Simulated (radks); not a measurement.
Results of a calculation; reference values are marked as such.
Spherical quantum dot in the effective-mass picture: electrons in a well V = -V0 / (1 + exp((r - R)/a)) with V0 = 47.8, R = 1.71, a = 0.067, all in effective atomic units (hartree* = m*/eps^2 hartree, bohr* = eps/m* bohr), one dielectric constant everywhere. Level of theory: non-relativistic Kohn-Sham, PBE, spin-polarised, spherical densities (a radial shooting solver with Libxc functionals). Levels are named by radial order and angular momentum (1s, 1p, 1d, 2s, ...), and open shells are averaged over m.

N = 22, configuration 1s2 1p6 1d10 2s(up 1, down 0) 1f(up 3, down 0). This is the lowest configuration that the search found. Occupied and some empty levels:

level    occupation  eigenvalue (hartree*)  <r> (bohr*)
1s up             1                -29.170        1.061
1s down           1                -29.050        1.068
1p up             3                -28.059        1.151
1p down           3                -27.956        1.151
1d up             5                -26.357        1.214
1d down           5                -26.254        1.213
2s up             1                -24.157       0.8220
1f up             3                -24.149        1.263
1f down           0                -24.041        1.262
2s down           0                -23.847       0.8343
1g up             0                -21.482        1.304
1g down           0                -21.369        1.303
2p up             0                -21.137       0.9452
2p down           0                -20.964       0.9535
2d up             0                -17.722        1.034
2d down           0                -17.612        1.038

Energy (hartree*): total -767.085, kinetic 95.338, external -1029.6, Hartree 187.27, exchange-correlation -20.063.
